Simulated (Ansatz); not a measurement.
C2H10N2OSi, SMILES [C@H](C)(N)[Si@H](N)O.

Geometry: r2SCAN-D4/def2-SVP. The structure was generated by enumeration; whether it is a known compound was not checked. Other conformers were not sampled.

Two levels are set side by side: PBE/def2-SVPD (Ansatz, a program for electronic structure) and CAM-B3LYP/def2-SVPD (Ansatz). Energy differences of separate SCF runs at the same geometry; the states with an electron removed or added have multiplicity 2 and 2. Differences are taken from unrounded values.

```json
[
 {"quantity": "vertical ionisation energy (eV)", "CAM-B3LYP": "9.50", "PBE": "8.68", "PBE minus CAM-B3LYP": "-0.82"},
 {"quantity": "vertical singlet–triplet gap (eV)", "CAM-B3LYP": "6.30", "PBE": "5.37", "PBE minus CAM-B3LYP": "-0.92"}
]
```
